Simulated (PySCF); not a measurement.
C5H9B, SMILES C#CB(C)CC. Geometry optimised at PBE-D3(BJ)/def2-SVP. The structure was generated by enumeration, and PubChem lists no compound with its InChIKey, so it may never have been made. The values are those of a single conformer.

Computed equilibrium geometry at PBE-D3(BJ)/def2-SVP (PySCF confirms it by a frequency run) as Cartesian coordinates in Å (one conformer of several):
```xyz
15

C     -0.6980     2.3359     0.4256
C     -0.6061     1.1403     0.1431
B     -0.4696    -0.3471    -0.1996
C     -1.7031    -1.1085    -0.8210
C      0.8953    -1.0978     0.0645
C      2.1279    -0.2827     0.4612
H     -0.7831     3.3861     0.6722
H     -2.6638    -0.8388    -0.3361
H     -1.8045    -0.7636    -1.8766
H     -1.5914    -2.2107    -0.8428
H      1.1003    -1.7504    -0.8166
H      0.6389    -1.8409     0.8620
H      1.9324     0.3256     1.3675
H      2.4134     0.4285    -0.3406
H      3.0095    -0.9233     0.6682
```
Charge 0, spin multiplicity 1.
